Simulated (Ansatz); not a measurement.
C₆H₁₈BN₃ (`CN(C)B(N(C)C)N(C)C`). Total charge 0; spin multiplicity 1. Geometry: relaxed with PBE0-D4/def2-TZVP. It is one conformer, not always the lowest.

```xyz
28

C    -1.811   -0.964    1.478
N    -0.452   -0.564    1.240
C     0.411   -0.786    2.369
B     0.000    0.000    0.000
N     1.339   -0.246   -0.455
C     2.099    0.701   -1.223
C     2.053   -1.465   -0.189
N    -0.888    0.811   -0.785
C    -1.906    1.649   -0.214
C    -0.846    0.865   -2.220
H    -2.289   -0.377    2.276
H    -2.403   -0.853    0.570
H    -1.860   -2.019    1.784
H     0.023   -0.277    3.262
H     1.407   -0.393    2.168
H     0.506   -1.852    2.622
H     2.340    0.329   -2.230
H     1.548    1.635   -1.327
H     3.054    0.928   -0.729
H     1.408   -2.178    0.322
H     2.393   -1.930   -1.125
H     2.947   -1.302    0.431
H    -1.784    2.690   -0.543
H    -2.920    1.336   -0.504
H    -1.842    1.634    0.874
H    -0.117    0.154   -2.606
H    -1.825    0.609   -2.649
H    -0.584    1.866   -2.596
```

Q: What is the dipole moment at PBE/def2-TZVPP? (Estimate.)

A: The calculation gave: 0.00 D, zero by symmetry or nearly so.

Q: Give the Mulliken charges with PBE, B3LYP, r2SCAN in def2-TZVPP. (Estimate.)

A: The calculation gave: 
| atom | PBE | B3LYP | r2SCAN |
| --- | --- | --- | --- |
| C1 | -0.18 | -0.19 | -0.07 |
| N2 | -0.11 | -0.19 | -0.16 |
| C3 | -0.18 | -0.19 | -0.07 |
| B4 | 0.04 | 0.18 | 0.11 |
| N5 | -0.11 | -0.19 | -0.16 |
| C6 | -0.18 | -0.19 | -0.07 |
| C7 | -0.18 | -0.19 | -0.07 |
| N8 | -0.11 | -0.19 | -0.17 |
| C9 | -0.18 | -0.19 | -0.07 |
| C10 | -0.18 | -0.19 | -0.07 |
| H11 | 0.07 | 0.08 | 0.04 |
| H12 | 0.08 | 0.09 | 0.05 |
| H13 | 0.08 | 0.08 | 0.04 |
| H14 | 0.08 | 0.08 | 0.04 |
| H15 | 0.08 | 0.09 | 0.05 |
| H16 | 0.07 | 0.08 | 0.04 |
| H17 | 0.07 | 0.08 | 0.04 |
| H18 | 0.08 | 0.09 | 0.05 |
| H19 | 0.08 | 0.08 | 0.04 |
| H20 | 0.08 | 0.09 | 0.05 |
| H21 | 0.08 | 0.08 | 0.04 |
| H22 | 0.07 | 0.08 | 0.04 |
| H23 | 0.08 | 0.08 | 0.04 |
| H24 | 0.07 | 0.08 | 0.04 |
| H25 | 0.08 | 0.09 | 0.05 |
| H26 | 0.08 | 0.09 | 0.05 |
| H27 | 0.08 | 0.08 | 0.04 |
| H28 | 0.07 | 0.08 | 0.04 |

B3LYP here is the variant with VWN-RPA as its local correlation; programs differ in this.

Program: Ansatz 0.2.0.
